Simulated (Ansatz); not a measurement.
Calculated with Ansatz (gas phase, PBE0-D4/def2-TZVP geometries, no zero-point term in ΔE). CCSD(T)/CBS is the MP2 limit (def2-TZVPP, def2-QZVPP) plus CCSD(T) − MP2 in def2-TZVPP, frozen cores. This one scheme is used for every species. DFT in def2-TZVPP. def2 core potentials past Kr. For Te outer-core shells are correlated without core-valence functions, which leaves a few kJ/mol of doubt a bond. Each species was taken in one conformer, which may not be the lowest.

`Cl[Si](Cl)(Cl)[TeH]` + `N=C=O` → `O=C=N[Si](Cl)(Cl)Cl` + H₂Te  (ligand exchange at the Si–Te bond)

Task: Is it downhill or uphill in electronic energy at CCSD(T)/CBS, and by how much? (Estimate.)

Result: Ansatz gave: Downhill: ΔE = -0.35 eV.

Task: What do these levels give: LDA (SPW92), PBE-D4, BLYP-D4, r2SCAN-D4, r2SCAN, BHLYP, RPA@PBE/def2-TZVPP, CCSD/def2-SVP, HF/def2-TZVPP, MP2/def2-TZVPP, HF/def2-QZVPP, CCSD/CBS(def2)? (Estimate.)

Result: Computed: LDA (SPW92) -0.32, PBE-D4 -0.23, BLYP-D4 -0.35, r2SCAN-D4 -0.38, r2SCAN -0.38, BHLYP -0.55, RPA@PBE/def2-TZVPP -0.47, CCSD/def2-SVP -0.58, HF/def2-TZVPP -0.69, MP2/def2-TZVPP -0.40, HF/def2-QZVPP -0.69, CCSD/CBS(def2) -0.40 eV.

Largest T1 diagnostic among the species: 0.018.

From r2SCAN to r2SCAN0 (25 % exact exchange), in def2-TZVPP and without D4, ΔE moves by −0.04 eV. In def2-TZVPP, CCSD(T) changes the Hartree–Fock value by +0.22 eV (the triples alone add +0.05 eV) and MP2 by +0.28 eV.
